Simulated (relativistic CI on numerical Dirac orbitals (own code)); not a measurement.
# Transition arrays of La11+

Method of calculation: Dirac-Coulomb-Breit CI, KLI orbitals optimised for each configuration, QED by a radiative potential, valence Slater integrals scaled by 0.9, whole transition arrays (own radial code, finite nucleus).

CI space (outside the closed core [Kr]): 4d¹⁰, 4d⁹4f, 4d⁹5p, 4d⁹5f. Levels of other configurations are missing.

All E1 lines from the levels of 4d¹⁰; mean and standard deviation are weighted by gf, and upper levels are sorted by their leading configuration.

```csv
Upper configuration,Lines,Σgf,Mean (eV),Mean (nm),σ (eV),Strongest line (nm)
4d⁹4f,3,11.1,133.11,9.315,1.23,9.311
4d⁹5p,3,1.3,112.96,10.976,1.01,11.014
4d⁹5f,3,0.2,181.97,6.814,1.45,6.792
```

Σgf per state of the lower configuration in bins of 0.1 nm over the central range (centre: value): 6.75: 0.15, 9.35: 11.11, 10.75: 0.19, 11.05: 1.04.

Question: How do configuration mixing and the scaling of the Slater integrals move the arrays?

Answer: Slater scale 0.9, no configuration mixing: 4d⁹4f 134.5 ± 1.3 eV (Σgf 11.3), 4d⁹5p 112.9 ± 1.0 eV (Σgf 1.3), 4d⁹5f 180.3 ± 1.5 eV (Σgf 0.1); Slater scale 1: 4d⁹4f 136.1 ± 1.2 eV (Σgf 11.4), 4d⁹5p 113.1 ± 1.0 eV (Σgf 1.3), 4d⁹5f 182.2 ± 1.5 eV (Σgf 0.2); Slater scale 0.8: 4d⁹4f 130.1 ± 1.2 eV (Σgf 10.9), 4d⁹5p 112.9 ± 1.0 eV (Σgf 1.3), 4d⁹5f 181.7 ± 1.4 eV (Σgf 0.1). With mixing, levels are counted to their leading configuration, so an array can shrink or vanish into another, and the sums then hold other lines.
